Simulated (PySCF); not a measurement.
The same groups moved round the core (trisilane hydroxy+silyl). Isolated molecules, 0 K electronic values unless said otherwise. One relaxed conformer stands for each flexible species; it need not be the lowest. Strings in code marks are SMILES.

Quantity: electronic energy of isomers of H10OSi4 relative to `O[SiH2][SiH]([SiH3])[SiH3]` (H–O–Si–Si torsion 180°, O–Si–Si–Si torsion -62°), in kJ/mol.

A: `O[Si]([SiH3])([SiH3])[SiH3]` (H–O–Si–Si torsion 60°)
B: `O[Si@@H]([SiH3])[SiH2][SiH3]` (H–O–Si–Si torsion 56°, Si–Si–Si–Si torsion 172°)
C: `O[SiH2][SiH2][SiH2][SiH3]`

Task: Rank these by electronic energy of isomers of H10OSi4 relative to `O[SiH2][SiH]([SiH3])[SiH3]` (H–O–Si–Si torsion 180°, O–Si–Si–Si torsion -62°) (lowest first), as PBE-D3(BJ)/def2-TZVP // PBE0-D3(BJ)/def2-TZVP (PySCF) gives it.

Result: C (4.13 kJ/mol), B (11.48 kJ/mol), A (13.34 kJ/mol)
